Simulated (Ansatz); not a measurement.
`BN([SiH3])[SiH2][SiH3]` + `[OH][In]([OH])[OH]` → `[OH][In]([OH])[O][SiH3]` + `BN[SiH2][SiH3]`  (ligand exchange at the Si–N bond)

Program: Ansatz. Geometries: PBE0-D4/def2-TZVP. ΔE: electronic, gas phase. CCSD(T)/CBS adds triple-zeta CCSD(T) − MP2 to the extrapolated MP2 energy (def2 sets, frozen cores). def2 core potentials past Kr. For In outer-core shells are correlated without core-valence functions, which leaves a few kJ/mol of doubt a bond. Each species was taken in one conformer, which may not be the lowest.

```csv
species,MP2/def2-QZVPP energy (Eh)
`BN([SiH3])[SiH2][SiH3]`,-952.65741
`[OH][In]([OH])[OH]`,-416.97801
`[OH][In]([OH])[O][SiH3]`,-707.26568
`BN[SiH2][SiH3]`,-662.39113
```

Q: Work out ΔE.

A: ΔE = (-707.26568) + (-662.39113) − (-952.65741) − (-416.97801) = -0.02139 Eh = -56.2 kJ/mol. CCSD(T)/CBS gives -57.4 kJ/mol.

Largest T1 diagnostic among the species: 0.017.

The D4 term adds +9.9 kJ/mol with B3LYP and +5.2 kJ/mol with PBE0; it sums over pairs of atoms, weighted by their polarisabilities, and B3LYP, whose exchange is more repulsive, gets the larger term. In def2-TZVPP, CCSD(T) changes the Hartree–Fock value by +23.0 kJ/mol (the triples alone add +3.2 kJ/mol) and MP2 by +24.7 kJ/mol. Leaving LDA and LC-ωPBE aside and taking each functional with its dispersion term where it has one, the values, not all of them listed here, spread over 19.9 kJ/mol, from B97M-V to revPBE-D4. LDA lies +7.3 kJ/mol from PBE without D4.

B3LYP here is the variant with VWN-RPA as its local correlation; programs differ in this.
